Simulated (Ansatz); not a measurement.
Basis-set extrapolation for FH5OSi2, SMILES `O[SiH2][SiH2]F` (PBE0-D4/def2-TZVP geometry, frozen core, the Gaussian-basis code of Ansatz). Multiplicity 1, RHF reference.

```tsv
	def2-TZVPP	def2-QZVPP
HF	-755.285586	-755.312827
MP2 correlation	-0.735672	-0.799515
CCSD(T) correlation	-0.797557	-0.857756
```

Energies in hartree. Use E(X) = E(∞) + A·exp(−7.88·√X) for Hartree–Fock and E(X) = E(∞) + B·X^(−2.97) for correlation, with X = 3 and 4.

What is the CCSD(T) energy at the basis-set limit?

HF limit: -755.312827 + (-0.027241) × 0.13774 = -755.31658. Correlation limit: -0.857756 + (-0.060199) × 0.74074 = -0.90235. Total: -756.21893 hartree, 3.69 eV below CCSD(T)/def2-TZVPP.
